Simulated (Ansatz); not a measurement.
Cost and result up the ladder for Sn(SH)H3 (SnH₄S) (6 atoms). The state is a singlet with charge 0. Geometry: PBE-D4/def2-TZVP.

```xyz
6

Sn    0.508    0.241    0.204
S    -1.131   -1.463   -0.347
H    -2.012   -0.567   -0.853
H     1.798   -0.623    0.933
H    -0.184    1.375    1.295
H     1.021    1.038   -1.231
```

Ansatz on 4 threads of Arm Neoverse V1 on a shared host. Times are rough, and most runs start from the orbitals of an earlier one. CAM-B3LYP-D4/def2-TZVP serves as the yardstick here, not as an exact answer. Differences are given only for rows in sets of like size (and for xTB, whose basis is part of the method), since another set adds its own error. Binding counts from free atoms at the same level (Sn triplet, S triplet, H doublet; other spins of the atoms weren't run), without zero-point energy or a counterpoise term.

In the def2 sets Sn takes a core potential, while STO-3G treats all electrons; there is no spin–orbit coupling. HSE06 is defined as in plane-wave codes, on full-range PBE exchange. Correlated methods freeze 9 core orbitals; core or outer-core shells of Sn are correlated, in sets that lack core-valence functions.

Correlated methods converge slowly with the basis.

```tsv
level	functions	binding energy per atom (eV)	difference from CAM-B3LYP-D4/def2-TZVP (eV)
r2SCAN-D4/def2-TZVP	111	2.47	0.00
PBE0-D4/def2-SVP	64	2.41	–
BLYP-D4/def2-TZVP	111	2.44	-0.04
B97M-V/def2-TZVP	111	2.56	0.09
CCSD(T)/def2-TZVPP	148	2.44	-0.03
PBE-D4/def2-SVP	64	2.43	–
HF/STO-3G	40	2.80	–
PBE0-D4/def2-TZVP	111	2.44	-0.04
CCSD(T)/def2-TZVPD	138	2.39	-0.09
CAM-B3LYP-D4/def2-TZVP	111	2.48	0.00
revPBE-D4/def2-TZVP	111	2.41	-0.07
HSE06-D4/def2-TZVP	111	2.44	-0.04
PBE-D4/def2-TZVP (with forces)	111	2.45	-0.02
MP2/def2-TZVP	111	2.29	-0.18
```

(1) Estimate how long each takes.

Answers

(1) HF/STO-3G 0.2 s; PBE-D4/def2-SVP 0.4 s; PBE0-D4/def2-SVP 0.55 s; MP2/def2-TZVP 0.6 s; revPBE-D4/def2-TZVP 0.65 s; BLYP-D4/def2-TZVP 0.7 s; PBE-D4/def2-TZVP (with forces) 0.75 s; HSE06-D4/def2-TZVP 0.9 s; CAM-B3LYP-D4/def2-TZVP 0.9 s; PBE0-D4/def2-TZVP 1.1 s; r2SCAN-D4/def2-TZVP 1.6 s; B97M-V/def2-TZVP 2.7 s; CCSD(T)/def2-TZVPD 9 s; CCSD(T)/def2-TZVPP 11 s. On shared hardware such times vary by a factor of up to 3.
